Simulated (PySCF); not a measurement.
## Deuteron quadrupole couplings in `CCC[C@@](F)(CC)[SiH2]F`

Species: C6H14F2Si.
Cartesian coordinates in Å at the GFN2-xTB level; atoms count from 1:
```xyz
23
C6H14F2Si angstrom
C      3.0871   -0.6034    0.1642
C      1.8993    0.1796   -0.3801
C      0.5773   -0.5175   -0.0667
C     -0.6357    0.2116   -0.6465
F     -0.4137    0.3423   -2.0377
C     -1.9121   -0.6289   -0.5282
C     -2.3718   -0.8489    0.9059
Si    -0.8428    2.0125    0.0079
F     -0.3927    2.0097    1.5583
H      3.1154   -1.6035   -0.2631
H      3.0211   -0.6946    1.2462
H      4.0193   -0.1001   -0.0807
H      1.8964    1.1787    0.0630
H      1.9988    0.2899   -1.4615
H      0.4521   -0.5841    1.0149
H      0.6055   -1.5335   -0.4716
H     -1.7378   -1.5940   -1.0124
H     -2.6989   -0.1200   -1.0909
H     -2.4942    0.1000    1.4240
H     -1.6559   -1.4513    1.4586
H     -3.3269   -1.3690    0.9119
H      0.0456    2.9338   -0.6760
H     -2.2400    2.4177    0.0196
```

Level: PBE0/pcSseg-1 (PySCF, non-relativistic); Q(2H) = 0.00286 b; rigid geometry, the same for H and D, with no vibrational averaging.

Question: Rank these positions by the coupling χzz of a deuteron there, largest first.
A. H14 (methylene hydrogen)
B. H12 (methyl hydrogen)
C. H23 (Si–H hydrogen)

Answer: B (213 kHz), A (202 kHz), C (111 kHz).

What are Vzz, η and χzz (234.96 MHz × Q × Vzz) at all hydrogens?

```
atom  bonded to  bond length (Å)  Vzz (au)     η  χzz (kHz)
 H10         C1            1.088    0.3146  0.02        211
 H11         C1            1.088    0.3142  0.02        211
 H12         C1            1.087    0.3165  0.02        213
 H13         C2            1.093    0.3013  0.05        202
 H14         C2            1.092    0.3013  0.01        202
 H15         C3            1.091    0.3028  0.03        203
 H16         C3            1.094    0.2992  0.04        201
 H17         C6            1.094    0.2990  0.02        201
 H18         C6            1.093    0.3001  0.03        202
 H19         C7            1.088    0.3120  0.04        210
 H20         C7            1.087    0.3156  0.02        212
 H21         C7            1.088    0.3151  0.02        212
 H22        Si8            1.451    0.1675  0.02        113
 H23        Si8            1.455    0.1648  0.01        111
```

Average by the element that carries the hydrogen.

on C: 207 kHz over 12 positions, mean bond length 1.090 Å; on Si: 112 kHz over 2 positions, mean bond length 1.453 Å.

Isolated species at its GFN2-xTB geometry (one conformer only). GFN2-xTB bond lengths can be off by several hundredths of an ångström, more for odd bonds, and the gradients follow them. The small basis limits the accuracy of the gradients.
